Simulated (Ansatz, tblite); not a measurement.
Cost and result up the ladder for GaCl3 (4 atoms). Charge 0, multiplicity 1. Geometry: PBE0-D4/def2-SVP.

Cartesian coordinates in Å:
```
Ga 0.000 0.000 0.000
Cl -0.220 2.071 -0.403
Cl -1.610 -1.093 0.845
Cl 1.829 -0.978 -0.442
```

Ansatz on 4 threads of Arm Neoverse V2 on a shared host; xTB runs through tblite on one thread. Times are rough, summed over both states, and most runs start from the orbitals of an earlier one. PBE0-D4/def2-TZVP serves as the yardstick here, not as an exact answer. The other state is a triplet.

The xTB rows come from tblite.

xTB has no spin-polarisation term.

```tsv
level	functions	wall time	vertical triplet (eV)	difference from PBE0-D4/def2-TZVP (eV)
GFN2-xTB	36	0.008 s	4.07	-1.64
GFN1-xTB	36	0.009 s	5.92	0.21
PBE-D4/def2-TZVP	159	3.7 s	5.03	-0.68
PBE0-D4/def2-TZVP (with forces)	159	7.9 s	5.71	0.00
r2SCAN-D4/def2-TZVP	159	11 s	5.39	-0.32
```
